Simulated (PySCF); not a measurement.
C4H4ClF. Atoms are numbered in the order given.

```xyz
10

F     -1.7740     1.1239     0.0000
C     -0.4881     0.8600     0.0000
C      0.2390    -0.2641     0.0000
Cl    -0.1107    -1.9309     0.0000
C      1.5479     0.4831     0.0000
C      0.6864     1.7865     0.0000
H      2.1673     0.3455     0.8997
H      2.1673     0.3455    -0.8997
H      0.8008     2.4128    -0.8990
H      0.8008     2.4128     0.8990
```
Charge 0, spin multiplicity 1.

Geometry optimised at PBE0-D3(BJ)/def2-SVP.

These are PBE/def2-TZVP in PySCF values and carry that method's errors.

The molecule is in vacuum.

* **total energy**: -714.45271 hartree
* **point group**: Cs
* **highest occupied level**: -5.75 eV
* **lowest empty level**: -0.59 eV
* **orbital gap**: 5.16 eV
* **dipole moment**: 2.02 D
* **quadrupole, principal values (traceless, Buckingham form, about the centre of nuclear charge)**: -2.93, 0.47, 2.45 D·Å
* **mean static polarisability**: 59.5 bohr³ (8.82 Å³)
* **polarisability, principal values**: 42.2, 57.5, 78.8 bohr³
